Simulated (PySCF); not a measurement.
**NiS₂: from structure and modes to constants**

All numbers come from UPBE0 in PySCF with Ni def2-SVP, S def2-SVP; no relativity; density-fitted integrals.

The triplet minimum has C2v symmetry. Masses (u): Ni 57.93535, S 31.97207.

```xyz
3
charge 0 multiplicity 3, angstrom
Ni    0.0000    0.0000   -0.9617
S     1.0611    0.0000    0.8713
S    -1.0611    0.0000    0.8713
```

Harmonic wavenumbers (cm⁻¹): 247.9 (b2, ×1), 324.4 (a1, ×1), 521.0 (a1, ×1).

(1) Find the principal moments of inertia and the rotational constants. What kind of rotor is it?

(2) What is the harmonic zero-point energy?

(3) Find the vibrational entropy and heat capacity at 298.15 K.

(4) Give the standard entropy (298.15 K, 1 bar) by its translational, rotational, vibrational and spin parts, and Cp.

## Answers

(1) About the centre of mass I = 71.995, 102.12, 174.11 u Å². With B = 16.8576/I this gives 0.2342, 0.1651, 0.09682 cm⁻¹. The molecule is an asymmetric top with κ = -0.01.

(2) Half the sum of all 3 wavenumbers, 1093/2 = 547 cm⁻¹, which is 6.5 kJ/mol (1 cm⁻¹ = 0.0119627 kJ/mol).

(3) With u = 1.43878 ω/T, each mode gives S = R[u/(eᵘ−1) − ln(1−e⁻ᵘ)] and C = R u² eᵘ/(eᵘ−1)².
```json
{"ω (cm⁻¹)": "247.9", "u": "1.196", "S (J/(mol K))": "7.30", "C (J/(mol K))": "7.39"}
{"ω (cm⁻¹)": "324.4", "u": "1.566", "S (J/(mol K))": "5.39", "C (J/(mol K))": "6.81"}
{"ω (cm⁻¹)": "521.0", "u": "2.514", "S (J/(mol K))": "2.54", "C (J/(mol K))": "5.04"}
```
The sums over all modes are S = 15.2 and C = 19.2 J/(mol K); the softest mode gives 48 % of the entropy.

(4) Sackur–Tetrode with M = 121.88 u gives 168.8; rotation with symmetry number 2 gives 101.2; vibration 15.2; spin R ln 3 = 9.1. The total is 294.3 J/(mol K), and Cp = 4 R + 19.2 = 52.5 J/(mol K).

This need not be the most stable arrangement of these atoms. Other spin states or occupations of the open shell can lie lower.
